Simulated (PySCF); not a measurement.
**Electron correlation in Ba (barium, neutral)**

[Xe] 6s2, closed-shell 1S. Calculation: PySCF 2.14, in cc-pVDZ-X2C (7s6p4d, 45 functions); scalar relativity by spin-free X2C-1e. Frozen: [Xe]; 2 electrons correlated.

Total MP2 correlation energy: -14.78 mhartree.

Same-spin part 0.00 and opposite-spin part -14.78 mhartree; SCS-MP2 scales them by 1/3 and 6/5 to -17.73 mhartree.

With two correlated electrons CCSD is exact within the correlated space (frozen core and kept virtual orbitals).

```
level  correlation energy (mhartree)
 CCSD                         -23.30
```

Diagnostics: T1 = 0.012, D1 = 0.0174, largest double amplitude 0.134.

Is a single reference adequate?

Mostly. T1 lies below 0.03, but a double amplitude of this size points to a near-degeneracy that CCSD handles and MP2 describes poorly.
